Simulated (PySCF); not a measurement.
Computed with PySCF with ωB97X-D3(BJ)/def2-TZVP // PBE0-D3(BJ)/def2-SVP. All species are isolated molecules in the gas phase. One relaxed conformer stands for a flexible species; it need not be the lowest. Excitations are Tamm–Dancoff values on a coarser integration grid. The basis has no diffuse functions, so Rydberg states are missing or too high.

Reference species (SMILES): `[SiH2]1S[SiH2][SiH2][SiH2][SiH2]1` (neutral, multiplicity 1).

```
Quantity                Value
-------------------  --------
T1 excitation (TDA)   5.12 eV
HOMO                 -9.27 eV
```

Changed species: `[SiH2]1[SiH2][SiH2][SnH2][SiH2][SiH2]1` (a SiH2 unit replaced by SnH2; the reference has a SiH2 unit replaced by SH0).

### Question
Predict the effect on the T1 excitation (TDA) and HOMO.

### Answer
the T1 excitation (TDA) rises by 0.44 eV, to 5.56 eV; the HOMO decreases by 0.33 eV, to -9.60 eV.
